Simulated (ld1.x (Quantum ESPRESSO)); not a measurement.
## Ti (Z = 22), TM: configuration errors across variants

Ti, norm-conserving Troullier–Martins (Kleinman–Bylander form), made with ld1.x (Quantum ESPRESSO) 7.5 (PBE, non-relativistic). Core [Ne] 3s2, reference 3p6 3d3 4s1 4p0. Waves: 4s (bound): rc 2.55 bohr; 3p (bound): rc 1.55 bohr; 3d (bound): rc 1.40 bohr. Local part: all-electron potential smoothed inside 1.80 bohr (lloc = -1). Core correction: Bessel-smoothed model core inside 0.70 bohr.

All-electron excitation energies from the reference (eV): (1) 3p6 3d2 4s2 4p0 -0.949; (2) 3p6 3d2 4s1 4p0 6.338; (3) 3p6 3d2 4s0 4p0 19.812; (4) 3p6 3d0 4s0 4p0 90.418; (5) 3p6 3d2 4s1 4p1 2.066; (6) 3p6 3d2 4s0 4p1 10.036.

Tests that are not counted but printed errors over 1 eV. “base”: 3p5 3d2 4s2 4p0 (solver errors, printed error -14.5 eV). “local potential the d channel”: 3p5 3d2 4s2 4p0 (solver errors, printed error -14.4 eV). “wave 3p (bound): rc 1.55 bohr becomes 3p (bound): rc 2.04 bohr”: 3p5 3d2 4s2 4p0 (solver errors, printed error -14.4 eV). “local potential all-electron potential smoothed inside 1.14 bohr (lloc = -1)”: 3p5 3d2 4s2 4p0 (solver errors, printed error -14.4 eV).

5 further variants failed, have other tests or another functional or relativity, and are left out.

A true bound ghost makes a file unfit for plane-wave use even where its test errors are small: the radial tests pick states by their node count and pass the ghost by. Where a test does run into it, the solver fails or the error is huge.

Errors AE − PS in meV (a dash: test not solved or not reliable):

```csv
change,(1),(2),(3),(4),(5),(6),bound ghosts
base,-67,-35,+5.5,-190,-44,-21,s
local potential the d channel,-44,-2.1,+7.8,-159,-16,-1.2,s
wave 3p (bound): rc 1.55 bohr becomes 3p (bound): rc 2.04 bohr,-69,-37,+4.1,-257,-58,-43,s
local potential all-electron potential smoothed inside 1.14 bohr (lloc = -1),-47,-8.7,+10,-126,+1.1,+34,s
```

Task: Give the same row for: all radii but the core radius scaled by about 0.77 (s 1.98, p 1.20, d 1.08 bohr); local potential all-electron potential smoothed inside 1.40 bohr (lloc = -1).

Result: -26, -14, -6.5, -290, +48, +102; bound ghosts: s.
